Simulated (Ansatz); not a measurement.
Species: C6H6B2, SMILES `B1C=CC2=C1C=CB2` with one electron removed (charge 1, multiplicity 2).

Question: Give a relaxed geometry from PBE-D3(BJ)/def2-SVP (Ansatz, a quantum-chemistry and plane-wave program).

Answer: the end point of this relaxation (outside a Z-matrix the atoms follow the SMILES, hydrogens last).
Cartesian coordinates (Å) in one orientation:
```xyz
14

B     -1.225    -1.447     0.213
C     -2.295    -0.301     0.004
C     -1.599     0.904     0.061
C     -0.160     0.690     0.027
C      0.160    -0.689    -0.026
C      1.599    -0.904    -0.061
C      2.295     0.301    -0.003
B      1.225     1.447    -0.213
H     -1.385    -2.519     0.745
H     -3.392    -0.356    -0.064
H     -2.057     1.906     0.104
H      2.057    -1.906    -0.103
H      3.392     0.356     0.065
H      1.385     2.519    -0.747
```
